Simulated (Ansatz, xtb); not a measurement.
**Two isomers of C5H10Se**

Structure a: `C=C(C)[C@H](C)[SeH]`, a singlet. Structure b: `CC(C)(C)C=[Se]`, a singlet. Both are isolated molecules in the gas phase, relaxed with B3LYP-D3(BJ)/def2-SVP; the shapes shown needn't be the lowest conformers.

a (Å):

```
atom    x (Å)    y (Å)    z (Å)
   C  -0.0869   2.2187  -0.8874
   C  -0.3674   1.1673  -0.1027
   C   0.2829   0.9849   1.2437
   C  -1.3423   0.0903  -0.5151
   C  -1.6863   0.0173  -1.9970
  Se  -3.0151   0.2073   0.5972
   H  -0.5435   2.3571  -1.8691
   H   0.6200   2.9865  -0.5621
   H   0.8667   0.0480   1.2697
   H  -0.4787   0.9085   2.0364
   H   0.9588   1.8178   1.4833
   H  -0.9456  -0.8830  -0.1814
   H  -0.7685  -0.0933  -2.5983
   H  -2.2086   0.9240  -2.3375
   H  -2.3449  -0.8388  -2.1985
   H  -3.3169   1.5872   0.1683
```

b (Å):

```xyz
16

C    -1.9799    1.8531   -0.6410
C    -0.4711    2.0483   -0.3603
C    -0.2085    2.0025    1.1470
C     0.3249    0.9278   -1.0705
C    -0.0678    3.3518   -1.0038
Se    0.6450    4.7829   -0.2607
H    -2.5751    2.6399   -0.1530
H    -2.3096    0.8776   -0.2494
H    -2.1968    1.8768   -1.7207
H    -0.7612    2.7959    1.6711
H    -0.5235    1.0286    1.5535
H     0.8592    2.1457    1.3691
H     1.4054    1.0421   -0.8951
H     0.1499    0.9343   -2.1581
H     0.0139   -0.0551   -0.6821
H    -0.2611    3.3740   -2.0877
```

Which of the two would you expect CCSD(T)/def2-SVP + ΔMP2/def2-TZVPP electronic energies to favour?

Too close to call at this level: CCSD(T)/def2-SVP + ΔMP2/def2-TZVPP gives E(b) − E(a) = −0.29 kcal/mol.

Level by level:

```
                             level               geometry  E(b) − E(a) (kcal/mol)  departure from the last row (kcal/mol)  job, with rough time for the two
             B3LYP-D3(BJ)/def2-SVP  B3LYP-D3(BJ)/def2-SVP                     +1.84                                   +2.13                optimisation, 91 s
                       HF/def2-SVP  B3LYP-D3(BJ)/def2-SVP                     +3.11                                   +3.40           part of the CCSD(T) run
                      MP2/def2-SVP  B3LYP-D3(BJ)/def2-SVP                     −3.42                                   −3.13           part of the CCSD(T) run
                  CCSD(T)/def2-SVP  B3LYP-D3(BJ)/def2-SVP                     −2.09                                   −1.81                      single point
CCSD(T)/def2-SVP + ΔMP2/def2-TZVPP  B3LYP-D3(BJ)/def2-SVP                     −0.29                                                     single point, 1.8 min
```

As drawn, b has 1 C–C, 1 C=Se, 1 C–H in place of 1 C=C, 1 C–Se, 1 Se–H.

The largest departure from CCSD(T)/def2-SVP + ΔMP2/def2-TZVPP is that of HF/def2-SVP, 3.40 kcal/mol. Levels run at GFN2-xTB geometries aren't shown. The last row adds to CCSD(T) the change of the MP2 difference between the two basis sets, here +1.81 kcal/mol.

With thermal terms from frequencies at re-optimised GFN2-xTB minima (ideal gas, soft modes damped towards free rotors, one conformer each, 298.15 K, 1 atm): the zero-point term adds +3.02 kcal/mol; ΔH is +2.42 and ΔG +3.15 kcal/mol.

The correlated steps freeze 14 core orbitals; the filled d shell of Se is correlated, in a basis made for valence electrons. Mirror images aren't counted in ΔG. Programs: Ansatz 0.2.0, xtb 6.7.1; the last row on 4 threads of Arm Neoverse V2 on a shared host.
